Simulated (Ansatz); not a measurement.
Start from `[SiH3]O[AsH2]` and change one atom or group to get `O[AsH2]`.

Ansatz, PBE0-D4/def2-TZVP geometries, multiplicity 1. 

Scalar relativity is left out up to krypton.

| property | `[SiH3]O[AsH2]` |
| --- | --- |
| size of the dipole moment (PBE/def2-TZVPP) / D | 0.92 |
| HOMO–LUMO gap (B3LYP/def2-TZVPP) / eV | 6.33 |
| LUMO energy (PBE0/def2-TZVPP) / eV | -0.86 |
| HOMO energy (ωB97M-V/def2-TZVPP) / eV | -9.80 |
| LUMO energy (PBE/def2-TZVPP) / eV | -1.76 |
| HOMO energy (PBE0/def2-TZVPP) / eV | -7.59 |

Give the same properties after the change, and the shifts. (An estimate is asked.)

Ansatz gave: 
```json
{"property": "size of the dipole moment (PBE/def2-TZVPP) / D", "`O[AsH2]`": "1.12", "shift": "0.20"}
{"property": "HOMO–LUMO gap (B3LYP/def2-TZVPP) / eV", "`O[AsH2]`": "6.57", "shift": "0.24"}
{"property": "LUMO energy (PBE0/def2-TZVPP) / eV", "`O[AsH2]`": "-0.49", "shift": "0.37"}
{"property": "HOMO energy (ωB97M-V/def2-TZVPP) / eV", "`O[AsH2]`": "-9.72", "shift": "0.08"}
{"property": "LUMO energy (PBE/def2-TZVPP) / eV", "`O[AsH2]`": "-1.40", "shift": "0.36"}
{"property": "HOMO energy (PBE0/def2-TZVPP) / eV", "`O[AsH2]`": "-7.52", "shift": "0.07"}
```

With PBE0 the HOMO rises by 0.07 eV and the LUMO rises by 0.37 eV, so the gap widens by about 0.30 eV. PBE moves the HOMO by 0.07 eV and ωB97M-V by 0.08 eV. The zero-point energy changes by -41.3 kJ/mol with -9 modes. Dipoles are sizes alone; their direction can turn.

B3LYP here is the variant with VWN-RPA as its local correlation; programs differ in this.
